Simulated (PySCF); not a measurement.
# Br: ionisation energy

Br [Ar] 3d10 4s2 4p5 (2P) → Br⁺ [Ar] 3d10 4s2 4p4 (3P), as a difference of total energies. Computed with PySCF 2.14 in def2-SVP, with the non-relativistic Hamiltonian (point nucleus). Correlated levels: valence: [Ar] 3d10 frozen. The calculations carry no spin-orbit coupling.

```
           method  ionisation energy (eV)
              UHF                  10.804
            M06-L                  11.821
           M06-2X                  11.768
    MP2 (valence)                  11.353
SCS-MP2 (valence)                  11.334
   CCSD (valence)                  11.309
CCSD(T) (valence)                  11.314
```

Problem. How much does correlation contribute at CCSD(T) (valence)?

Solution. 11.314 − (10.804) = 0.510 eV, measured against UHF.

These non-relativistic numbers lack the scalar-relativistic shift.

Errors of the correlated levels include the incompleteness of this basis and the frozen core.

For comparison: 11.844 eV (measured; NIST levels, between the centres of gravity of the two terms).
